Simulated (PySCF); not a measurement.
2,3-hexanedione, C6H10O2.
Structure used (PBE0-D3(BJ)/def2-SVP), in Å, numbered top down from 1:
```
atom  x, y, z in Å
C1     3.061    0.123   -0.141
C2     1.725   -0.593   -0.248
C3     0.545    0.361   -0.248
C4    -0.786   -0.321   -0.354
O5    -0.937   -1.517   -0.420
C6    -2.025    0.601   -0.386
C7    -3.352   -0.090   -0.434
O8    -1.877    1.799   -0.376
H9     3.128    0.714    0.787
H10    3.215    0.816   -0.983
H11    3.899   -0.591   -0.141
H12    1.606   -1.310    0.580
H13    1.690   -1.203   -1.166
H14    0.605    1.100   -1.068
H15    0.522    0.989    0.662
H16   -3.462   -0.756    0.435
H17   -3.403   -0.740   -1.321
H18   -4.157    0.654   -0.454
```

Method: PySCF, PBE0-D3(BJ)/def2-SVP geometry optimisation, gas phase.

Masses are those of the commonest isotopes; rigid-rotor values at the optimised geometry. The values belong to one conformer with, in the numbering `[CH3:1][CH2:2][CH2:3][C:4](=[O:5])[C:6]([CH3:7])=[O:8]`, C1–C2–C3–C4 180°, C2–C3–C4–O5 1°, C3–C4–C6–C7 -178°.

Task: What are A, B and C (GHz)?

Result: Ia = 110.44, Ib = 484.97, Ic = 582.88 u·Å²; 505379 MHz·u·Å²/I gives 4576, 1042 and 867.0 MHz, that is A = 4.5761, B = 1.0421, C = 0.8670 GHz.

Task: What kind of rotor is it?

Result: A near-prolate asymmetric top; Ray's κ = -0.906.

Task: What does the inertial defect say?

Result: Not planar: Δ = Ic − Ia − Ib = -12.53 u·Å². For a rigid frame Δ = −2 Σ m c², so Σ m c² = 6.26 u·Å² lies off the ab plane: 6.21 from hydrogen and 0.05 from heavier atoms. The atom farthest from that plane is 0.93 Å away.

Task: Predict some low-J microwave lines.

Result: The dipole components are |μa| = 0.15 D, |μb| = 0.13 D, |μc| = 0.11 D. Intensities carry the squares of the components, which stand as 1.00 : 0.81 : 0.60 (a : b : c). Some lines, for components of 0.1 D or more:

```tsv
type	branch	J(Ka,Kc)	MHz	lower level (cm⁻¹)
a	Q	3(1,2) ← 3(1,3)	1050	0.485
a	R	1(0,1) ← 0(0,0)	1909	0.000
c	Q	2(1,2) ← 2(0,2)	3365	0.191
a	R	2(1,2) ← 1(1,1)	3643	0.182
b	Q	4(1,3) ← 4(0,4)	4574	0.634
b	Q	5(1,4) ← 5(0,5)	5107	0.948
a	R	3(2,1) ← 2(2,0)	5753	0.674
a	R	4(3,1) ← 3(3,0)	7650	1.469
c	R	2(1,1) ← 1(0,1)	7702	0.064
a	R	5(1,5) ← 4(1,4)	9082	0.728
a	R	5(4,1) ← 4(4,0)	9560	2.570
a	R	5(3,3) ← 4(3,2)	9566	1.725
c	Q	5(2,4) ← 5(1,4)	9579	1.118
b	Q	5(2,3) ← 5(1,4)	9798	1.118
b	R	5(1,5) ← 4(0,4)	11906	0.634
b	Q	5(3,2) ← 5(2,3)	17948	1.445
b	Q	3(3,0) ← 3(2,1)	18080	0.866
b	Q	5(3,3) ← 5(2,4)	18163	1.438
b	R	5(2,4) ← 4(1,3)	19533	0.786
b	Q	5(4,1) ← 5(3,2)	25329	2.044
c	Q	5(5,1) ← 5(4,1)	32580	2.889
c	R	4(4,1) ← 3(3,1)	32988	1.469
b	R	5(5,0) ← 4(4,1)	42140	2.570
```

No frequency check. Constants of a rigid frame at the computed geometry: no zero-point averaging, no centrifugal distortion. A rigid rotor knows nothing of internal rotation, which can split or shift real lines.
